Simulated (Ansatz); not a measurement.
Cost and result for the atomization energy of CH8GeO2Si, SMILES `CO[SiH2][O][GeH3]` (13 atoms, 12 bonds).

```xyz
13

C     1.0889   -1.7928   -0.9433
O     0.2659   -0.9418   -0.1831
Si    0.8279    0.2636    0.7798
O    -0.4394    1.1862    1.1882
Ge   -1.9413    1.5695    0.3095
H     1.6194   -2.5090   -0.3059
H     0.4584   -2.3514   -1.6374
H     1.8286   -1.2285   -1.5238
H     1.4361   -0.2773    2.0220
H     1.8481    1.0347    0.0133
H    -2.5125    2.8030    1.0193
H    -1.5927    1.8774   -1.1559
H    -2.8873    0.3665    0.4174
```

Total charge 0; spin multiplicity 1. Correlated methods include outer-core shells of Ge, which these sets cover unevenly. Scalar relativity is left out up to krypton. All single points use the PBE0-D4/def2-TZVP geometry. It is one conformer, not always the lowest. Program: Ansatz. All runs use 2 threads of an AMD EPYC 7R13 on a shared host and a share of an NVIDIA H100 80 GB. Times are those of one run each, without the atoms' runs, and a repeat can differ threefold. Electronic energies, without spin–orbit coupling; frozen cores. CCSD(T)/CBS adds CCSD(T) − MP2 in def2-TZVPP to the MP2 limit, and its time is that of the two runs behind it. T1 = 0.012. With those shells the extrapolation isn't a true limit. B3LYP takes the VWN-RPA correlation (the form of Gaussian; ORCA's B3LYP/G).

CCSD(T)/CBS is a level of theory with its own doubt, some kJ/mol a heavy atom from the limit and from the frozen cores, so smaller differences don't rank the functionals.

| level | functions | wall time |
| --- | --- | --- |
| PBE0-D4/def2-TZVPP | 295 | 2.1 s |
| B3LYP-D4/def2-TZVPP (with forces) | 295 | 2.2 s |
| PBE-D4/def2-TZVPP (with forces) | 295 | 2.3 s |
| r2SCAN-D4/def2-TZVPP (with forces) | 295 | 2.7 s |
| ωB97M-V/def2-TZVPP (with forces) | 295 | 3.9 s |
| B2PLYP/def2-TZVPP | 295 | 4 s |
| ωB97X-V/def2-TZVPP | 295 | 4.4 s |
| MP2/def2-QZVPP | 570 | 6 s |
| CCSD(T)/def2-TZVPP | 295 | 8.5 s |
| CCSD(T)/CBS(def2) | – | 15 s |

Q: What atomization energy does each give, and how far from CCSD(T)/CBS? (Estimate.)

A: The calculation gave: 
```json
{"level": "PBE0-D4/def2-TZVPP", "atomization (kJ/mol)": "4453.5", "difference from CCSD(T)/CBS": "-79.4", "per bond": "-6.6"}
{"level": "B3LYP-D4/def2-TZVPP (with forces)", "atomization (kJ/mol)": "4494.6", "difference from CCSD(T)/CBS": "-38.3", "per bond": "-3.2"}
{"level": "PBE-D4/def2-TZVPP (with forces)", "atomization (kJ/mol)": "4512.7", "difference from CCSD(T)/CBS": "-20.2", "per bond": "-1.7"}
{"level": "r2SCAN-D4/def2-TZVPP (with forces)", "atomization (kJ/mol)": "4511.3", "difference from CCSD(T)/CBS": "-21.6", "per bond": "-1.8"}
{"level": "ωB97M-V/def2-TZVPP (with forces)", "atomization (kJ/mol)": "4509.6", "difference from CCSD(T)/CBS": "-23.3", "per bond": "-1.9"}
{"level": "B2PLYP/def2-TZVPP", "atomization (kJ/mol)": "4459.0", "difference from CCSD(T)/CBS": "-73.9", "per bond": "-6.2"}
{"level": "ωB97X-V/def2-TZVPP", "atomization (kJ/mol)": "4534.3", "difference from CCSD(T)/CBS": "1.4", "per bond": "0.1"}
{"level": "MP2/def2-QZVPP", "atomization (kJ/mol)": "4533.5", "difference from CCSD(T)/CBS": "0.6", "per bond": "0.1"}
{"level": "CCSD(T)/def2-TZVPP", "atomization (kJ/mol)": "4423.6", "difference from CCSD(T)/CBS": "-109.3", "per bond": "-9.1"}
{"level": "CCSD(T)/CBS(def2)", "atomization (kJ/mol)": "4532.9", "difference from CCSD(T)/CBS": "0.0", "per bond": "0.0"}
```

In def2-TZVPP, CCSD(T) changes the Hartree–Fock value by +1115.0 kJ/mol (the triples alone add +54.8 kJ/mol) and MP2 by +1159.1 kJ/mol; breaking electron pairs costs correlation energy, which Hartree–Fock lacks. The D4 term adds +42.7 kJ/mol with B3LYP and +22.7 kJ/mol with PBE0; it sums over pairs of atoms, weighted by their polarisabilities, and B3LYP, whose exchange is more repulsive, gets the larger term. From PBE to PBE0 (25 % exact exchange), in def2-TZVPP and without D4, the atomization energy moves by −55.3 kJ/mol: exact exchange takes away binding that semilocal exchange gives to molecules.
